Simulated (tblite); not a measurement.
Species: 4-cyanopyridine N-oxide, C6H4N2O.
Cartesian coordinates in Å at the GFN2-xTB level; atoms count from 1:
```
atom  x, y, z in Å
N1     3.6095   -0.5718   -0.0777
C2     2.4775   -0.3925   -0.0527
C3     1.0847   -0.1718   -0.0230
C4     0.1847   -1.2423   -0.0036
C5    -1.1626   -0.9977    0.0230
N6    -1.6659    0.2639    0.0307
O7    -2.8984    0.4591    0.0527
C8    -0.7976    1.3081    0.0142
C9     0.5593    1.1245   -0.0117
H10    0.5458   -2.2589   -0.0092
H11   -1.9014   -1.7844    0.0394
H12   -1.2571    2.2847    0.0233
H13    1.2170    1.9796   -0.0231
```

Method: GFN2-xTB as coded in tblite; computed harmonic values from a numerical Hessian at the method's own geometry, unscaled. The method is semi-empirical: single wavenumbers can be off by several per cent or more.

Question: How many normal modes are there?

Answer: 13 atoms, non-linear: 3N − 6 = 33.

Question: What is the point group of the computed structure, and how do the modes divide by symmetry?

Answer: C2v. The vibrations span 12 a1 + 3 a2 + 18 of b1 or b2.

Question: How many distinct wavenumbers does the calculation give?

Answer: 33: C2v has no degenerate species.

Question: How many fundamentals are allowed in the infrared by symmetry?

Answer: 30 of 33: in C2v a2 modes are forbidden. All fundamentals are allowed in the Raman spectrum.

Question: Which of the modes above 1550 cm⁻¹ are stretches that can be named?

Answer: C≡N 2372; aromatic C–H 3105, 3106, 3116, 3117; not assigned to one kind of bond 1618 cm⁻¹.

Question: How large is the harmonic zero-point energy?

Answer: ½Σν̃ = 19473 cm⁻¹ = 232.9 kJ/mol (33 modes); those above 1550 cm⁻¹ give 98.3 kJ/mol of it.

Question: How are the modes spread over the spectrum?

Answer: 2 under 200 cm⁻¹; 7 from 200 to 600 cm⁻¹; 8 from 600 to 1000 cm⁻¹; 10 from 1000 to 1550 cm⁻¹; 1 from 1550 to 2000 cm⁻¹; 1 from 2000 to 2600 cm⁻¹; 4 above 2600 cm⁻¹.

Question: Convert 3105.0 cm⁻¹, one of the modes, to μm, THz, fs a period, meV and kJ/mol.

Answer: 3.221 μm, 93.09 THz, 10.7 fs, 385 meV or 37.14 kJ/mol.
